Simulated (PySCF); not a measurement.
Cl$_{4}$Ti, singlet, at a GFN2-xTB geometry (such geometries of metal compounds can be far from the true shape); WB97M-V/STO-3G (PySCF).

Here is a job for PySCF.
```python
from pyscf import gto, scf, dft

mol = gto.Mole()
mol.atom = '''
    Ti   -0.00000000   -0.00000000   -0.00000000
    Cl    1.68598647   -0.53254751   -1.15362652
    Cl    0.61270013    0.47649048    1.96330506
    Cl   -0.94593491    1.67582411   -0.86823504
    Cl   -1.35275169   -1.61976707    0.05855650
'''
mol.basis = 'sto-3g'
mol.verbose = 4
mol.build()

mf = dft.RKS(mol)
mf.xc = 'wb97m_v'
mf.grids.atom_grid = (99, 590)
mf.grids.prune = None
mf.kernel()
```

It wrote (shortened):

```
PySCF version 2.14.0

[INPUT] verbose = 4
[INPUT] num. atoms = 5
[INPUT] num. electrons = 90
[INPUT] charge = 0
[INPUT] spin (= nelec alpha-beta = 2S) = 0
[INPUT] symmetry False subgroup None
[INPUT] Mole.unit = angstrom
[INPUT] Symbol           X                Y                Z      unit          X                Y                Z       unit  Magmom
[INPUT]  1 Ti     0.000000000000   0.000000000000   0.000000000000 AA    0.000000000000   0.000000000000   0.000000000000 Bohr   0.0
[INPUT]  2 Cl     1.685986470000  -0.532547510000  -1.153626520000 AA    3.186052678022  -1.006368942219  -2.180038172835 Bohr   0.0
[INPUT]  3 Cl     0.612700130000   0.476490480000   1.963305060000 AA    1.157835442185   0.900436508163   3.710108862373 Bohr   0.0
[INPUT]  4 Cl    -0.945934910000   1.675824110000  -0.868235040000 AA   -1.787557911565   3.166848600843  -1.640726437351 Bohr   0.0
[INPUT]  5 Cl    -1.352751690000  -1.619767070000   0.058556500000 AA   -2.556330208643  -3.060916147889   0.110655747813 Bohr   0.0

nuclear repulsion = 641.143110729487
number of shells = 28
number of NR pGTOs = 162
number of NR cGTOs = 54
basis = sto-3g
ecp = {}

******** <class 'pyscf.dft.rks.RKS'> ********
method = RKS
initial guess = minao
damping factor = 0
level_shift factor = 0
DIIS = <class 'pyscf.scf.diis.CDIIS'>
diis_start_cycle = 1
diis_space = 8
diis_damp = 0
SCF conv_tol = 1e-09
SCF conv_tol_grad = None
SCF max_cycles = 50
direct_scf = True
direct_scf_tol = 1e-13
XC library pyscf.dft.libxc version 7.1.2
    S. Lehtola, C. Steigemann, M. J. T. Oliveira, and M. A. L. Marques,  SoftwareX 7, 1–5 (2018)
XC functionals = wb97m_v
    N. Mardirossian and M. Head-Gordon,  J. Chem. Phys. 144, 214110 (2016)
radial grids:
    Treutler-Ahlrichs [JCP 102, 346 (1995); DOI:10.1063/1.469408] (M4) radial grids

becke partition: Becke, JCP 88, 2547 (1988); DOI:10.1063/1.454033
pruning grids: None
grids dens level: 3
symmetrized grids: False
atomic radii adjust function: <function treutler_atomic_radii_adjust>
User specified grid scheme (99, 590)
** Following is NLC and NLC Grids **
NLC functional = wb97m_v
radial grids:
    Treutler-Ahlrichs [JCP 102, 346 (1995); DOI:10.1063/1.469408] (M4) radial grids

becke partition: Becke, JCP 88, 2547 (1988); DOI:10.1063/1.454033
pruning grids: <function nwchem_prune>
grids dens level: 3
symmetrized grids: False
atomic radii adjust function: <function treutler_atomic_radii_adjust>
small_rho_cutoff = 0
Set gradient conv threshold to 3.16228e-05
Initial guess from minao.
tot grids = 292056
tot grids = 96424
init E= -2660.42713612973
  HOMO = -0.582162316856432  LUMO = -0.0982419495911121  gap/eV = 13.16814
cycle= 1 E= -2661.97014647133  delta_E= -1.54  |g|= 0.626  |ddm|= 3.08
  HOMO = -0.380879223803811  LUMO = -0.074296777572703  gap/eV = 8.34253
cycle= 2 E= -2661.84456947523  delta_E= 0.126  |g|= 1.02  |ddm|= 2.27
  HOMO = -0.382150408339581  LUMO = 0.086531972819123  gap/eV = 12.75350
cycle= 3 E= -2662.14486983584  delta_E= -0.3  |g|= 0.035  |ddm|= 1.18
  HOMO = -0.382681073684889  LUMO = 0.106035231282317  gap/eV = 13.29865
cycle= 4 E= -2662.14533064556  delta_E= -0.000461  |g|= 0.00337  |ddm|= 0.0691
  HOMO = -0.382404966545856  LUMO = 0.104913583771535  gap/eV = 13.26061
cycle= 5 E= -2662.14533873934  delta_E= -8.09e-06  |g|= 0.000377  |ddm|= 0.0117
  HOMO = -0.382391499259639  LUMO = 0.105014677569829  gap/eV = 13.26300
cycle= 6 E= -2662.14533884579  delta_E= -1.06e-07  |g|= 0.00011  |ddm|= 0.00145
  HOMO = -0.382391429973622  LUMO = 0.10506027233612  gap/eV = 13.26424
cycle= 7 E= -2662.14533885127  delta_E= -5.48e-09  |g|= 6.39e-06  |ddm|= 0.000278
  HOMO = -0.382391481087946  LUMO = 0.10506194867621  gap/eV = 13.26428
cycle= 8 E= -2662.14533885133  delta_E= -6.18e-11  |g|= 2.54e-06  |ddm|= 2.73e-05
  HOMO = -0.382391493315205  LUMO = 0.105060499569478  gap/eV = 13.26424
Extra cycle  E= -2662.14533885133  delta_E= 1.82e-12  |g|= 2.15e-06  |ddm|= 7.73e-06
converged SCF energy = -2662.14533885133
```
